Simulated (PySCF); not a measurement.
Cost of response and excited-state runs on SMILES C[Si@@H]1SC[SiH2][C@@H]1[SiH2][PH], C3H12PSSi3, doublet

Geometry:
```json
{"atom": "C1", "x (Å)": "-0.739", "y (Å)": "2.244", "z (Å)": "0.473"}
{"atom": "Si2", "x (Å)": "-1.034", "y (Å)": "0.770", "z (Å)": "-0.675"}
{"atom": "S3", "x (Å)": "-2.701", "y (Å)": "-0.362", "z (Å)": "0.112"}
{"atom": "C4", "x (Å)": "-2.028", "y (Å)": "-2.051", "z (Å)": "-0.075"}
{"atom": "Si5", "x (Å)": "-0.147", "y (Å)": "-2.053", "z (Å)": "0.222"}
{"atom": "C6", "x (Å)": "0.399", "y (Å)": "-0.493", "z (Å)": "-0.718"}
{"atom": "Si7", "x (Å)": "2.085", "y (Å)": "0.192", "z (Å)": "-0.166"}
{"atom": "P8", "x (Å)": "2.485", "y (Å)": "2.040", "z (Å)": "-1.337"}
{"atom": "H9", "x (Å)": "-0.503", "y (Å)": "1.929", "z (Å)": "1.486"}
{"atom": "H10", "x (Å)": "0.088", "y (Å)": "2.842", "z (Å)": "0.102"}
{"atom": "H11", "x (Å)": "-1.617", "y (Å)": "2.880", "z (Å)": "0.520"}
{"atom": "H12", "x (Å)": "-1.393", "y (Å)": "1.207", "z (Å)": "-2.029"}
{"atom": "H13", "x (Å)": "-2.289", "y (Å)": "-2.391", "z (Å)": "-1.076"}
{"atom": "H14", "x (Å)": "-2.572", "y (Å)": "-2.665", "z (Å)": "0.637"}
{"atom": "H15", "x (Å)": "0.107", "y (Å)": "-1.939", "z (Å)": "1.659"}
{"atom": "H16", "x (Å)": "0.430", "y (Å)": "-3.279", "z (Å)": "-0.330"}
{"atom": "H17", "x (Å)": "0.515", "y (Å)": "-0.777", "z (Å)": "-1.767"}
{"atom": "H18", "x (Å)": "2.087", "y (Å)": "0.461", "z (Å)": "1.278"}
{"atom": "H19", "x (Å)": "3.114", "y (Å)": "-0.830", "z (Å)": "-0.416"}
{"atom": "H20", "x (Å)": "3.707", "y (Å)": "2.284", "z (Å)": "-0.722"}
```

PySCF with density fitting, on 1 thread of an Arm Neoverse V2, shared host. Command: `OMP_NUM_THREADS=1 python excited_run.py task.json out`

Question: How long does this run take, and how much memory?
- open-shell absorption, PBE0/def2-SVP; 10 states; Tamm-Dancoff; writes grids

Answer: 
| run | level | basis functions | wall time | peak memory (GiB) |
| --- | --- | --- | --- | --- |
| open-shell absorption | PBE0/def2-SVP | 192 | 71 s | 0.76 |

Times from a shared host are rough.
